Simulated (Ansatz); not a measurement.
`C[Si](F)(F)Cl` → Cl• + `C[Si](F)F`•  (homolysis of the Cl–Si bond)

Calculated with Ansatz (gas phase, PBE0-D4/def2-TZVP geometries, no zero-point term in ΔE). CBS: MP2 limit from def2 TZ/QZ plus the TZ coupled-cluster correction, frozen cores. This one scheme is used for every species, atoms too. No spin–orbit coupling; open shells (•) take unrestricted orbitals. Spin–orbit coupling would lower the free atoms: a little for Cl.

```
        species  MP2/def2-TZVPP energy (Eh)
`C[Si](F)(F)Cl`                  -988.25437
            Cl•                  -459.63530
   `C[Si](F)F`•                  -528.42400
```

Task: Work out ΔE.

Result: ΔE = (-459.63530) + (-528.42400) − (-988.25437) = 0.19507 Eh = +512.2 kJ/mol. CCSD(T)/CBS gives +508.6 kJ/mol.

Largest T1 diagnostic among the species: 0.013.

From BLYP to BHLYP (50 % exact exchange), in def2-TZVPP and without D4, ΔE moves by +14.4 kJ/mol. The D4 term adds +11.5 kJ/mol with B3LYP and +6.1 kJ/mol with PBE0; it sums over pairs of atoms, weighted by their polarisabilities, and B3LYP, whose exchange is more repulsive, gets the larger term. In def2-TZVPP, CCSD(T) changes the Hartree–Fock value by +104.4 kJ/mol (the triples alone add +9.1 kJ/mol) and MP2 by +123.6 kJ/mol; breaking electron pairs costs correlation energy, which Hartree–Fock lacks.

B3LYP here is the variant with VWN-RPA as its local correlation; programs differ in this.
